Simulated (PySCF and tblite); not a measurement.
Results of a calculation; reference values are marked as such.
2 E/Z isomers of C₅H₇BO₂, numbered alike:

```tsv
isomer	SMILES	descriptors
A	[CH:1]#[C:2]/[C:3]([CH3:4])=[CH:5]\[B:6]([OH:7])[OH:8]	3=5 Z
B	[CH:1]#[C:2]/[C:3]([CH3:4])=[CH:5]/[B:6]([OH:7])[OH:8]	3=5 E
```

Each isomer is a Boltzmann average at 298.15 K over at most 4 conformers: GFN2-xTB geometries, energies B3LYP/pcSseg-1 (IEF-PCM, benzene) (D3(BJ) added where defined), GFN2-xTB thermal terms. Programs: PySCF with density fitting and tblite.

Rank the isomers by free energy at 298.15 K.


```json
{"isomer": "A", "ΔG (kcal/mol)": "0.0", "ΔE, lowest conformer": "0.0", "conformers": "1", "largest weight %": "100", "rms dipole (D)": "1.93"}
{"isomer": "B", "ΔG (kcal/mol)": "3.2", "ΔE, lowest conformer": "3.2", "conformers": "2", "largest weight %": "97", "rms dipole (D)": "1.19"}
```

The search found a single conformer for at least one isomer; other rotamers may be missing.
